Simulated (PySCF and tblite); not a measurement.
Values are calculated unless marked as measured or tabulated.
C7H10O, numbered as in [CH:1]#[C:2][CH:3]1[CH2:4][CH2:5][O:6][CH2:7][CH2:8]1.

Conformers came from 90 starts (ETKDG and KDG, MMFF94s, GFN2-xTB); geometries are PBE0-D3(BJ)/def2-SVP. Weights use PBE0-D3(BJ)/def2-TZVP energies plus GFN2-xTB zero-point and thermal terms (modes under about 100 cm⁻¹ blended into free rotors). Symmetry numbers and mirror images are counted. Conformers within 4 kcal/mol (GFN2-xTB free energy) were kept, 5 at most. GIAO shieldings: PBE0/pcSseg-1. Shifts are against TMS (¹H), TMS (¹³C) at the same level. Programs: PySCF with density fitting and tblite.

The 6-ring runs over atoms 3–4–5–6–7–8. Of a mirror pair one member is shown.

```json
{"conformer": "1", "shape": "6-ring chair (all substituents equatorial)", "symmetry": "Cs", "E(GFN2) kcal/mol": "0.11", "E(DFT) kcal/mol": "0.00"}
{"conformer": "2", "shape": "6-ring chair (C2 axial)", "symmetry": "Cs", "E(GFN2) kcal/mol": "0.00", "E(DFT) kcal/mol": "0.25"}
{"conformer": "3", "shape": "6-ring twist-boat (ring torsions 24, 41, -70, 27, 36, -62°)", "symmetry": "C1 (pair)", "E(GFN2) kcal/mol": "4.59", "E(DFT) kcal/mol": "5.80"}
```

Task: How much do the weights at 298.15 K and the averaged shift of H3 depend on how the conformers are weighted?

Result: 
| weighting | 1 (%) | 2 (%) | 3 (%) | δ (ppm) | rms dipole (D) |
| --- | --- | --- | --- | --- | --- |
| DFT energy with thermal terms, symmetry and mirror images (full scheme) | 67 | 33 | 0 | 2.29 | 0.86 |
| DFT energy with symmetry and mirror images | 61 | 39 | 0 | 2.33 | 0.87 |
| bare DFT energy | 61 | 39 | 0 | 2.33 | 0.87 |
| GFN2-xTB energy with symmetry and mirror images | 45 | 55 | 0 | 2.42 | 0.90 |
| GFN2-xTB free energy | 52 | 48 | 0 | 2.38 | 0.89 |
| leading conformer alone | 100 | 0 | 0 | 2.09 | 0.81 |
| equal weights | 33 | 33 | 33 | 2.42 | 0.88 |
| full scheme, search stopped after three starts | 100 | 0 | 0 | 2.09 | 0.81 |

The largest departure from the full scheme, 0.20 ppm, comes with: leading conformer alone.
